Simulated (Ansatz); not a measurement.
Cost and result for the atomization energy of CH₆FNSi (`N[SiH2]CF`) (10 atoms, 9 bonds).

```xyz
10

N     0.937   -1.242    0.438
Si    0.004    0.174    0.709
C    -0.529    0.835   -0.979
F    -1.272   -0.148   -1.641
H     1.501   -1.623    1.180
H     0.544   -1.979   -0.126
H    -1.231   -0.008    1.527
H     0.865    1.179    1.388
H    -1.154    1.731   -0.893
H     0.335    1.080   -1.605
```

Total charge 0; spin multiplicity 1. Geometry: relaxed with PBE0-D4/def2-TZVP. It is one conformer, not always the lowest. Program: Ansatz. All runs use 2 threads of an Arm Neoverse V2 on a shared host. Times are those of one run each, without the atoms' runs, and a repeat can differ threefold. Electronic energies, without spin–orbit coupling; frozen cores. CCSD(T)/CBS adds CCSD(T) − MP2 in def2-TZVPP to the MP2 limit, and its time is that of the two runs behind it. T1 = 0.011. HSE06 is the plane-wave form, built on full-range PBE exchange.

CCSD(T)/CBS is a level of theory with its own doubt, some kJ/mol a heavy atom from the limit and from the frozen cores, so smaller differences don't rank the functionals.

| level | functions | wall time | atomization (kcal/mol) | difference from CCSD(T)/CBS | per bond |
| --- | --- | --- | --- | --- | --- |
| LDA (SPW92)/def2-TZVPP | 219 | 1.3 s | 937.5 | 113.7 | 12.6 |
| BLYP-D4/def2-TZVPP | 219 | 2.2 s | 823.5 | -0.3 | 0.0 |
| PBE-D4/def2-TZVPP (with forces) | 219 | 2.7 s | 833.3 | 9.5 | 1.1 |
| BHLYP-D4/def2-TZVPP | 219 | 3.2 s | 801.0 | -22.8 | -2.5 |
| HSE06-D4/def2-TZVPP | 219 | 3.2 s | 819.1 | -4.7 | -0.5 |
| CCSD(T)/def2-SVP | 90 | 3.8 s | 765.2 | -58.6 | -6.5 |
| r2SCAN-D4/def2-TZVPP (with forces) | 219 | 5.5 s | 820.3 | -3.5 | -0.4 |
| r2SCANh-D4/def2-TZVPP | 219 | 5.5 s | 815.1 | -8.7 | -1.0 |
| PBE-QIDH/def2-TZVPP | 219 | 6 s | 811.8 | -12.0 | -1.3 |
| ωB97X-V/def2-TZVPP | 219 | 8.5 s | 827.4 | 3.6 | 0.4 |
| MP2/def2-QZVPP | 421 | 22 s | 822.2 | -1.6 | -0.2 |
| CCSD(T)/def2-TZVPP | 219 | 100 s | 799.7 | -24.1 | -2.7 |
| CCSD(T)/CBS(def2) | – | 2.1 min | 823.8 | 0.0 | 0.0 |

From r2SCAN to r2SCAN0 (25 % exact exchange), in def2-TZVPP and without D4, the atomization energy moves by −12.7 kcal/mol: exact exchange takes away binding that semilocal exchange gives to molecules. At CCSD(T), def2-SVP lies −58.6 kcal/mol from the extrapolated value and def2-TZVPP −24.1 kcal/mol: correlation converges slowly with the basis, and small sets miss more of it in the bonded molecule than in its fragments. In def2-TZVPP, CCSD(T) changes the Hartree–Fock value by +210.0 kcal/mol (the triples alone add +10.4 kcal/mol) and MP2 by +218.1 kcal/mol; breaking electron pairs costs correlation energy, which Hartree–Fock lacks.
